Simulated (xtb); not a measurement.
Cl3Se (SMILES Cl[Se+](Cl)Cl), charge +1, singlet, from a rough starting geometry; GFN2-xTB (xtb).

The xtb input:
```
$ xtb mol.xyz --gfn 2 --chrg 1 --opt vtight --json

# file mol.xyz
4

Se    -0.21127628     0.31929426     0.62821326
Cl    -1.48964153    -1.09220570    -0.33027591
Cl     0.16015427     1.67304130    -0.89800765
Cl     1.55982482    -0.83997154     0.63625709
```

Question: What does xtb print? Leave out banner, timings and long lists.

Answer: 
```
   ID    Z sym.   atoms
    1   34 Se     1
    2   17 Cl     2-4

           -------------------------------------------------
          |                Calculation Setup                |
           -------------------------------------------------

           -------------------------------------------------
          |                 G F N 2 - x T B                 |
           -------------------------------------------------

          ...................................................
          :                      SETUP                      :
          :.................................................:
          :  # basis functions                  40          :
          :  # atomic orbitals                  36          :
          :  # shells                           12          :
          :  # electrons                        26          :
          :  max. iterations                   250          :
          :  Hamiltonian                  GFN2-xTB          :
          :  restarted?                      false          :
          :  GBSA solvation                  false          :
          :  PC potential                    false          :
          :  electronic temp.          300.0000000     K    :
          :  accuracy                    1.0000000          :
          :  -> integral cutoff          0.2500000E+02      :
          :  -> integral neglect         0.1000000E-07      :
          :  -> SCF convergence          0.1000000E-05 Eh   :
          :  -> wf. convergence          0.1000000E-03 e    :
          :  Broyden damping             0.4000000          :
          :  net charge                          1          :
          :  unpaired electrons                  0          :
          ...................................................

 iter      E             dE          RMSdq      gap      omega  full diag
   1    -16.3736210 -0.163736E+02  0.727E+00    4.59       0.0  T
   2    -16.4080535 -0.344324E-01  0.431E+00    4.13       1.0  T
   3    -16.4084151 -0.361627E-03  0.228E+00    4.17       1.0  T
   4    -16.4086783 -0.263256E-03  0.357E-01    4.16       1.0  T
   5    -16.4086949 -0.166047E-04  0.286E-01    4.20       1.0  T
   6    -16.4087867 -0.917757E-04  0.109E-01    4.18       1.0  T
   7    -16.4087756  0.111582E-04  0.125E-01    4.19       1.0  T
   8    -16.4087951 -0.195031E-04  0.195E-02    4.18       2.6  T
   9    -16.4087955 -0.448448E-06  0.100E-02    4.18       5.0  T
[...]
         :: total energy             -16.403095320176 Eh    ::
 * total energy  :   -16.4030953 Eh     change       -0.2637890E-10 Eh
 * total energy  :   -16.4014427 Eh     change        0.1652637E-02 Eh
 * total energy  :   -16.4039332 Eh     change       -0.2490478E-02 Eh
 * total energy  :   -16.4036016 Eh     change        0.3315233E-03 Eh
 * total energy  :   -16.4041057 Eh     change       -0.5040449E-03 Eh
 * total energy  :   -16.4041058 Eh     change       -0.1517059E-06 Eh
 * total energy  :   -16.4041060 Eh     change       -0.1940899E-06 Eh
 * total energy  :   -16.4041060 Eh     change        0.4215410E-07 Eh
 * total energy  :   -16.4041060 Eh     change       -0.5135749E-07 Eh
   *** GEOMETRY OPTIMIZATION CONVERGED AFTER 9 ITERATIONS ***
         :: total energy             -16.404106037455 Eh    ::
[...]
        23                         -0.2188858              -5.9562
        24                         -0.2188857              -5.9562
       ...                                ...                  ...
        36                          0.7116091              19.3639
      -------------------------------------------------------------
                  HL-Gap            0.1600513 Eh            4.3552 eV
             Fermi-level           -0.5778791 Eh          -15.7249 eV

     #   Z          covCN         q      C6AA      α(0)
     1  34 Se       2.667     0.508   219.488    25.815
     2  17 Cl       0.897     0.164    94.384    14.863
     3  17 Cl       0.897     0.164    94.384    14.863
     4  17 Cl       0.897     0.164    94.385    14.863

 Mol. C6AA /au·bohr⁶  :       1926.659194
 Mol. C8AA /au·bohr⁸  :      97792.785341
 Mol. α(0) /au        :         70.403333

Wiberg/Mayer (AO) data.
largest (>0.10) Wiberg bond orders for each atom

 ---------------------------------------------------------------------------
     #   Z sym  total        # sym  WBO       # sym  WBO       # sym  WBO
 ---------------------------------------------------------------------------
     1  34 Se   4.073 --     2 Cl   1.358     4 Cl   1.358     3 Cl   1.358
     2  17 Cl   1.549 --     1 Se   1.358
     3  17 Cl   1.549 --     1 Se   1.358
     4  17 Cl   1.549 --     1 Se   1.358
 ---------------------------------------------------------------------------

Topologies differ in total number of bonds
Writing topology from bond orders to xtbtopo.mol

molecular dipole:
                 x           y           z       tot (Debye)
 q only:       -0.130       0.197       0.413
   full:        0.004       0.035       0.032       0.120
molecular quadrupole (traceless):
                xx          xy          yy          xz          yz          zz
 q only:        0.780       0.378       0.652       0.898      -1.064      -1.432
  q+dip:        1.918       0.921       1.564       2.163      -2.621      -3.481
   full:        1.984       0.953       1.617       2.237      -2.711      -3.601

optimized geometry written to: xtbopt.xyz

           -------------------------------------------------
          | TOTAL ENERGY              -16.404106037455 Eh   |
          | GRADIENT NORM               0.000012384565 Eh/α |
          | HOMO-LUMO GAP               4.355217833803 eV   |
           -------------------------------------------------

normal termination of xtb
```
